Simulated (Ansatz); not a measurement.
The lowest singlet and triplet of C2H4 (SMILES C=C); geometries from B3LYP-D3(BJ)/def2-TZVP, each state relaxed from the structure named, with no frequency check.
Singlet at the triplet's geometry (charge 0, multiplicity 1):
```xyz
6

C     -0.72100    -0.00544    -0.02012
C      0.72100     0.00544     0.02012
H     -1.28049     0.66173    -0.66960
H     -1.30570    -0.68125     0.59744
H      1.31660    -0.62384    -0.63504
H      1.26959     0.64337     0.70720
```

```json
[
 {"level": "R-HF/cc-pVDZ", "gap E(singlet) − E(triplet), vertical, at the triplet's geometry (kcal/mol)": "65.97", "cost": "-"},
 {"level": "U-HF/cc-pVDZ (spin-contaminated)", "gap E(singlet) − E(triplet), vertical, at the triplet's geometry (kcal/mol)": "-2.74", "cost": "-"},
 {"level": "U-HF/cc-pVTZ (spin-contaminated)", "gap E(singlet) − E(triplet), vertical, at the triplet's geometry (kcal/mol)": "-2.71", "cost": "-"},
 {"level": "R-SVWN5/def2-TZVPP", "gap E(singlet) − E(triplet), vertical, at the triplet's geometry (kcal/mol)": "19.30", "cost": "×0.9"},
 {"level": "U-SVWN5/def2-TZVPP (spin-contaminated)", "gap E(singlet) − E(triplet), vertical, at the triplet's geometry (kcal/mol)": "0.44", "cost": "×1"},
 {"level": "R-PBE/def2-TZVPP", "gap E(singlet) − E(triplet), vertical, at the triplet's geometry (kcal/mol)": "25.56", "cost": "×1"},
 {"level": "U-PBE/def2-TZVPP (spin-contaminated)", "gap E(singlet) − E(triplet), vertical, at the triplet's geometry (kcal/mol)": "-0.53", "cost": "×2"},
 {"level": "R-r2SCAN/def2-TZVPP", "gap E(singlet) − E(triplet), vertical, at the triplet's geometry (kcal/mol)": "39.30", "cost": "×2"},
 {"level": "U-B3LYP/def2-TZVPP (spin-contaminated)", "gap E(singlet) − E(triplet), vertical, at the triplet's geometry (kcal/mol)": "-0.80", "cost": "×2"},
 {"level": "R-PBE0/def2-TZVPP", "gap E(singlet) − E(triplet), vertical, at the triplet's geometry (kcal/mol)": "34.02", "cost": "×2"},
 {"level": "U-PBE0/def2-TZVPP (spin-contaminated)", "gap E(singlet) − E(triplet), vertical, at the triplet's geometry (kcal/mol)": "-0.90", "cost": "×2"},
 {"level": "R-BHLYP/def2-TZVPP", "gap E(singlet) − E(triplet), vertical, at the triplet's geometry (kcal/mol)": "39.47", "cost": "×2"},
 {"level": "U-BHLYP/def2-TZVPP (spin-contaminated)", "gap E(singlet) − E(triplet), vertical, at the triplet's geometry (kcal/mol)": "-1.23", "cost": "×2"},
 {"level": "R-wB97X-V/def2-TZVPP", "gap E(singlet) − E(triplet), vertical, at the triplet's geometry (kcal/mol)": "30.78", "cost": "×3"},
 {"level": "U-wB97X-V/def2-TZVPP (spin-contaminated)", "gap E(singlet) − E(triplet), vertical, at the triplet's geometry (kcal/mol)": "-0.57", "cost": "×8"},
 {"level": "R-wB97M-V/def2-TZVPP", "gap E(singlet) − E(triplet), vertical, at the triplet's geometry (kcal/mol)": "27.65", "cost": "×3"},
 {"level": "R-B2PLYP/def2-TZVPP", "gap E(singlet) − E(triplet), vertical, at the triplet's geometry (kcal/mol)": "27.22", "cost": "×2"},
 {"level": "U-B2PLYP/def2-TZVPP (spin-contaminated)", "gap E(singlet) − E(triplet), vertical, at the triplet's geometry (kcal/mol)": "-0.81", "cost": "×3"},
 {"level": "R-MP2/cc-pVDZ", "gap E(singlet) − E(triplet), vertical, at the triplet's geometry (kcal/mol)": "27.47", "cost": "-"},
 {"level": "U-MP2/cc-pVDZ (spin-contaminated)", "gap E(singlet) − E(triplet), vertical, at the triplet's geometry (kcal/mol)": "-0.73", "cost": "-"},
 {"level": "R-MP2/cc-pVTZ", "gap E(singlet) − E(triplet), vertical, at the triplet's geometry (kcal/mol)": "24.93", "cost": "-"},
 {"level": "R-SCS-MP2/cc-pVDZ", "gap E(singlet) − E(triplet), vertical, at the triplet's geometry (kcal/mol)": "26.18", "cost": "-"},
 {"level": "U-SCS-MP2/cc-pVDZ (spin-contaminated)", "gap E(singlet) − E(triplet), vertical, at the triplet's geometry (kcal/mol)": "-0.37", "cost": "-"},
 {"level": "R-SCS-MP2/cc-pVTZ", "gap E(singlet) − E(triplet), vertical, at the triplet's geometry (kcal/mol)": "23.31", "cost": "-"},
 {"level": "R-CCSD/cc-pVDZ", "gap E(singlet) − E(triplet), vertical, at the triplet's geometry (kcal/mol)": "18.10", "cost": "-"},
 {"level": "U-CCSD/cc-pVDZ (spin-contaminated)", "gap E(singlet) − E(triplet), vertical, at the triplet's geometry (kcal/mol)": "-0.75", "cost": "-"},
 {"level": "R-CCSD/cc-pVTZ", "gap E(singlet) − E(triplet), vertical, at the triplet's geometry (kcal/mol)": "20.43", "cost": "-"},
 {"level": "U-CCSD/cc-pVTZ (spin-contaminated)", "gap E(singlet) − E(triplet), vertical, at the triplet's geometry (kcal/mol)": "-0.65", "cost": "-"},
 {"level": "R-CCSD(T)/cc-pVDZ", "gap E(singlet) − E(triplet), vertical, at the triplet's geometry (kcal/mol)": "1.98", "cost": "×1"},
 {"level": "U-CCSD(T)/cc-pVDZ (spin-contaminated)", "gap E(singlet) − E(triplet), vertical, at the triplet's geometry (kcal/mol)": "-0.65", "cost": "×2"},
 {"level": "R-CCSD(T)/cc-pVTZ", "gap E(singlet) − E(triplet), vertical, at the triplet's geometry (kcal/mol)": "4.77", "cost": "×6"},
 {"level": "U-CCSD(T)/cc-pVTZ (spin-contaminated)", "gap E(singlet) − E(triplet), vertical, at the triplet's geometry (kcal/mol)": "-0.50", "cost": "×8"},
 {"level": "R-CCSDT/cc-pVDZ", "gap E(singlet) − E(triplet), vertical, at the triplet's geometry (kcal/mol)": "-0.81", "cost": "-"},
 {"level": "R-CCSDT(Q)/cc-pVDZ", "gap E(singlet) − E(triplet), vertical, at the triplet's geometry (kcal/mol)": "-1.97", "cost": "×30"},
 {"level": "SA-CASSCF(2,2)/cc-pVDZ", "gap E(singlet) − E(triplet), vertical, at the triplet's geometry (kcal/mol)": "1.67", "cost": "-"},
 {"level": "SA-CASSCF(2,2)/cc-pVTZ", "gap E(singlet) − E(triplet), vertical, at the triplet's geometry (kcal/mol)": "1.65", "cost": "-"},
 {"level": "SC-NEVPT2 on SA-CASSCF(2,2)/cc-pVDZ", "gap E(singlet) − E(triplet), vertical, at the triplet's geometry (kcal/mol)": "-0.77", "cost": "-"},
 {"level": "SC-NEVPT2 on SA-CASSCF(2,2)/cc-pVTZ", "gap E(singlet) − E(triplet), vertical, at the triplet's geometry (kcal/mol)": "-0.80", "cost": "-"},
 {"level": "FIC-NEVPT4(SD) on SA-CASSCF(2,2)/cc-pVDZ", "gap E(singlet) − E(triplet), vertical, at the triplet's geometry (kcal/mol)": "-1.27", "cost": "-"},
 {"level": "FIC-MRCISD+Q on SA-CASSCF(2,2)/cc-pVTZ", "gap E(singlet) − E(triplet), vertical, at the triplet's geometry (kcal/mol)": "-1.09", "cost": "-"}
]
```

The rows run from -2.74 (U-HF/cc-pVDZ (spin-contaminated)) to 65.97 kcal/mol (R-HF/cc-pVDZ). In cc-pVTZ (spin-contaminated) the value moves U-HF -2.71, U-CCSD -0.65, U-CCSD(T) -0.50, a shift of 2.21 from U-HF to U-CCSD(T). From cc-pVDZ (spin-contaminated) to cc-pVTZ (spin-contaminated) U-CCSD(T) changes by 0.14. The 8 R-functionals in def2-TZVPP without D3 or D4 span 20.17, from R-SVWN5 to R-BHLYP.

A positive gap puts the triplet lower; no zero-point energy. R- takes a restricted singlet. U- takes an unrestricted singlet (broken symmetry where lower, unprojected). The triplet is unrestricted in single-reference levels. Active spaces average the two states.

Frozen-core correlation.

Doubts at one or more of the structures used: a restricted determinant that unrestricted orbitals would lower (R-HF/cc-pVDZ, R-SVWN5/def2-TZVPP, R-PBE/def2-TZVPP, R-r2SCAN/def2-TZVPP, R-PBE0/def2-TZVPP, R-BHLYP/def2-TZVPP, R-wB97X-V/def2-TZVPP, R-wB97M-V/def2-TZVPP, R-B2PLYP/def2-TZVPP, R-MP2/cc-pVDZ, R-MP2/cc-pVTZ, R-SCS-MP2/cc-pVDZ, R-SCS-MP2/cc-pVTZ, R-CCSD/cc-pVDZ, R-CCSD/cc-pVTZ, R-CCSD(T)/cc-pVDZ, R-CCSD(T)/cc-pVTZ, R-CCSDT/cc-pVDZ, R-CCSDT(Q)/cc-pVDZ); other coupled-cluster roots lie near (R-CCSD/cc-pVDZ, R-CCSD(T)/cc-pVDZ, R-CCSDT/cc-pVDZ, R-CCSDT(Q)/cc-pVDZ).

Run with Ansatz (a program for electronic structure). 

Costs are rough ratios of core time to R-PBE/def2-TZVPP (about 2.5 s over the structures, on one shared machine); a dash marks a level with no comparable run of its own.
